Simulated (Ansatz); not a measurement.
Ansatz (a program for electronic structure) input (HF/3-21G): The .json file is the Basis Set Exchange's 3-21G.

Ansatz 0.2 input:
```yaml
crystal:
  periodic: [false, false, false]
  atoms:
    - {symbol: B, position_ang: [-0.66503886, 0.05057511, -0.01894431]}
    - {symbol: N, position_ang: [0.70388039, 0.07004987, 0.02414072]}
    - {symbol: H, position_ang: [-1.37605239, -0.96558513, -0.07461875]}
    - {symbol: H, position_ang: [-1.30721419, 1.10293443, -0.00402462]}
    - {symbol: H, position_ang: [1.08129813, -0.88057398, 0.00437982]}
basis:
  gaussian:
    orbitals: 3-21G.json
hamiltonian:
  xc: {name: HF}
total_charge: -1
relax: {f_tol: 0.003, max_steps: 120}
```

Task: Predict the final energy.

Result: -80.38359 Eh.
